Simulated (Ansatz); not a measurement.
Reaction (homolysis of the Cl–Sb bond): `[Cl][SbH2]` → Cl• + `[SbH2]`•

Isolated molecules relaxed with PBE0-D4/def2-TZVP in Ansatz; ΔE leaves out vibrations. CCSD(T)/CBS adds triple-zeta CCSD(T) − MP2 to the extrapolated MP2 energy (def2 sets, frozen cores). This one scheme is used for every species, atoms too. Functionals use def2-TZVPP. B3LYP here is the variant with VWN-RPA as its local correlation; programs differ in this. No spin–orbit coupling; open shells (•) take unrestricted orbitals. Spin–orbit coupling would lower the free atoms: a little for Cl. def2 core potentials past Kr. For Sb outer-core shells are correlated without core-valence functions, so the limit isn't a true one: a few kJ/mol of doubt a bond, and 10 to 20 or more in all where bonds break to atoms.

```
         level  ΔE (kJ/mol)  difference from CCSD(T)/CBS
        PBE-D4        337.7                          5.7
        B97M-V        340.9                          8.9
      B3LYP-D4        316.8                        -15.2
      PBE-QIDH        319.4                        -12.6
           PBE        332.7                          0.7
        r2SCAN        322.3                         -9.7
 HF/def2-TZVPP        203.3                       -128.7
MP2/def2-TZVPP        324.3                         -7.7
 HF/def2-QZVPP        206.6                       -125.4
CCSD/CBS(def2)        320.3                        -11.7
   CCSD(T)/CBS        332.0                            0
```

Task: What do rigid-rotor, harmonic-oscillator terms from PBE0-D4/def2-TZVP frequencies (298.15 K, 1 bar) make of the CCSD(T)/CBS value? (Estimate.)

Result: Ansatz gave: ΔZPE = -9.6 kJ/mol, ΔH = +326.8 kJ/mol, ΔS = 124 J/(mol·K), ΔG = +289.9 kJ/mol. Open shells count their whole term as degenerate.

Largest T1 diagnostic among the species: 0.014.

From PBE to PBE0 (25 % exact exchange), in def2-TZVPP and without D4, ΔE moves by −12.0 kJ/mol: exact exchange takes away binding that semilocal exchange gives to molecules. Leaving LDA and LC-ωPBE aside and taking each functional with its dispersion term where it has one, the values, not all of them listed here, spread over 39.1 kJ/mol, from BHLYP-D4 to B97M-V. LDA lies +57.2 kJ/mol from PBE without D4, its usual overbinding.

CCSD(T)/CBS has its own doubt, a few kJ/mol and more with outer-core shells, so smaller differences from it don't rank the levels.
